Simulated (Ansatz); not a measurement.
Level of theory: frozen-core CCSD(T)/cc-pVTZ // TPSSh-D3(BJ)/def2-TZVP (Ansatz, a program for electronic structure).

Ansatz 0.2 input:
```yaml
crystal:
  periodic: [false, false, false]
  atoms:
    - { symbol: Br, position_ang: [-1.753212, -1.327676, -0.736311] }
    - { symbol: Al, position_ang: [0.000043, 0.001009, -0.343574] }
    - { symbol: Br, position_ang: [1.937575, -0.878536, 0.338605] }
    - { symbol: Br, position_ang: [-0.183082, 2.209095, -0.634152] }
basis:
  gaussian: { orbitals: cc-pVTZ }
correlation:
  method: ccsd_t
```

Output:

```
Functional definition: HF
1066 factors; integrals over basis functions are off by at most 8.3e-4 eV
mean field evaluation 1: about -216589.0474 eV, gradient 1.7e1 eV
mean field evaluation 2: about -216589.0975 eV, gradient 1.7e1 eV
mean field evaluation 4: about -216590.1529 eV, gradient 1.5e0 eV
mean field evaluation 8: about -216590.1687 eV, gradient 1.7e-5 eV
mean field evaluation 16: about -216590.0722 eV, gradient 1.5e0 eV
mean field -216590.16872866 eV, -7959.5418906891 hartree, gradient 1.3e-6 eV, S^2 0.000000; 0 other end points of the search recorded, 0 dependent functions left out
32 core orbitals not correlated
reference -216590.16872866 eV, -7959.5418906891 hartree; 27, 27 occupied and 104, 104 virtual orbitals, 1066 factors
second order -19.91749754 eV of doubles, -0.00000000 eV of singles
cycle   1  -20.17850162 eV  change   -2.6e-1 eV  update   8.3e-2
cycle   2  -20.60214325 eV  change   -4.2e-1 eV  update   2.1e-2
cycle   3  -20.65809966 eV  change   -5.6e-2 eV  update   1.1e-2
cycle   4  -20.64362346 eV  change    1.4e-2 eV  update   2.7e-3
cycle   5  -20.64419591 eV  change   -5.7e-4 eV  update   9.9e-4
cycle   6  -20.64405934 eV  change    1.4e-4 eV  update   2.4e-4
cycle   7  -20.64391686 eV  change    1.4e-4 eV  update   7.5e-5
cycle   8  -20.64395700 eV  change   -4.0e-5 eV  update   2.2e-5
perturbative correction -0.81689032 eV, -0.0300201656 hartree
Total energy: -216611.62957599 eV, -7960.3305622815 hartree
```

Cost: very roughly 2.2 core-minutes.
